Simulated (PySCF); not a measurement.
Species: C₃H₄F₂O₃.
Numbering: `[O:1]=[CH:2][O:3][CH2:4][O:5][CH:6]([F:7])[F:8]` (hydrogens: H9 on C2; H10, H11 on C4; H12 on C6)

Geometry (PBE0-D3(BJ)/def2-SVP, Å), atoms numbered from 1 in this order:
```
atom  x, y, z in Å
O1    -2.457    0.573   -0.955
C2    -2.051    0.708    0.157
O3    -1.001    0.060    0.695
C4    -0.281   -0.817   -0.154
O5     0.753   -0.151   -0.796
C6     1.800    0.217   -0.002
F7     2.603    0.969   -0.743
F8     2.486   -0.873    0.399
H9    -2.486    1.380    0.925
H10   -0.937   -1.207   -0.940
H11    0.097   -1.619    0.497
H12    1.482    0.773    0.899
```

Computed with PySCF at B3LYP/def2-SVPD, non-relativistic, on one gas-phase PBE0-D3(BJ)/def2-SVP geometry that isn't relaxed in the solvent. The solvent is an IEF-PCM continuum (Bondi radii, 1.10 Å for H, scaled by 1.2), and excitations are vertical TDDFT with non-equilibrium linear response and a frozen core. Only the electrostatic response of the medium enters.

Gas-phase singlets (H = HOMO, L = LUMO):

```json
{"state": "S1", "E (eV)": "5.804", "λ (nm)": "214", "f": "0.001", "leading configuration": "H→L 98%"}
{"state": "S2", "E (eV)": "7.601", "λ (nm)": "163", "f": "0.007", "leading configuration": "H-1→L 73%"}
{"state": "S3", "E (eV)": "7.991", "λ (nm)": "155", "f": "0.012", "leading configuration": "H-2→L 43%"}
{"state": "S4", "E (eV)": "8.026", "λ (nm)": "154", "f": "0.013", "leading configuration": "H-3→L 45%"}
{"state": "S5", "E (eV)": "8.320", "λ (nm)": "149", "f": "0.145", "leading configuration": "H→L+1 30%"}
```

Q: How does the list change in tetrahydrofuran (ε = 7.426)?

A: 
```json
{"state": "S1", "E (eV)": "5.913", "λ (nm)": "210", "f": "0.002", "leading configuration": "H→L 98%", "change by rank (eV)": "+0.109"}
{"state": "S2", "E (eV)": "7.629", "λ (nm)": "163", "f": "0.009", "leading configuration": "H-1→L 71%", "change by rank (eV)": "+0.028"}
{"state": "S3", "E (eV)": "7.998", "λ (nm)": "155", "f": "0.004", "leading configuration": "H-3→L 65%", "change by rank (eV)": "+0.007"}
{"state": "S4", "E (eV)": "8.100", "λ (nm)": "153", "f": "0.078", "leading configuration": "H-2→L 31%", "change by rank (eV)": "+0.074"}
{"state": "S5", "E (eV)": "8.341", "λ (nm)": "149", "f": "0.141", "leading configuration": "H→L+1 57%", "change by rank (eV)": "+0.021"}
```

Q: How does the list change in water (ε = 78.36)?

A: 
```
state  E (eV)  λ (nm)      f  leading configuration  change by rank (eV)
   S1   5.944     209  0.002                H→L 98%               +0.140
   S2   7.636     162  0.008              H-1→L 69%               +0.035
   S3   8.001     155  0.003              H-3→L 67%               +0.010
   S4   8.115     153  0.084              H-2→L 33%               +0.089
   S5   8.354     148  0.132              H→L+1 58%               +0.034
```

Q: The ground-state energy changes by -0.331 eV from gas to water. By how much does the total energy of gas-phase S1 change?

A: E(S1) = E(S0) + excitation energy, so it changes by -0.331 + 0.140 = -0.191 eV: it is lowered less than the ground state, which is what a blue shift means. This is the vertical state, with the slow part of the continuum still set for S0.

Q: How do the frontier levels move from gas to water?

A: 
```tsv
orbital	gas (eV)	solvent (eV)	change (eV)	Löwdin shares, gas	Löwdin shares, solvent
LUMO+2	0.81	1.12	+0.31	O3 17 %, H11 12 %, H10 12 %, C4 11 %	O1 16 %, F7 15 %, C6 12 %, C2 11 %
LUMO+1	0.26	0.62	+0.36	C2 17 %, O3 17 %, C6 12 %, C4 11 %	C2 17 %, C6 16 %, C4 12 %, O3 10 %
LUMO	-1.00	-0.72	+0.28	C2 42 %, O1 31 %, O3 15 %, H9 8 %	C2 43 %, O1 31 %, O3 15 %, H9 7 %
HOMO	-8.72	-8.57	+0.15	O1 65 %, C2 13 %, O3 9 %, H9 6 %	O1 63 %, C2 13 %, O3 9 %, H9 7 %
HOMO-1	-9.60	-9.40	+0.20	O5 39 %, O3 27 %, O1 14 %, C6 5 %	O5 36 %, O3 29 %, O1 14 %, C6 5 %
HOMO-2	-9.83	-9.62	+0.21	O5 27 %, O3 23 %, O1 22 %, C4 7 %	O5 27 %, O3 24 %, O1 21 %, C4 7 %
HOMO-3	-10.09	-9.82	+0.27	O5 27 %, O3 16 %, C4 15 %, F8 9 %	O5 26 %, O3 18 %, C4 17 %, H10 9 %
```

The HOMO–LUMO gap goes from 7.72 to 7.85 eV. Rows go by rank; for LUMO+2 the atom shares or the degeneracy differ between the runs, so the row needn't follow one orbital.
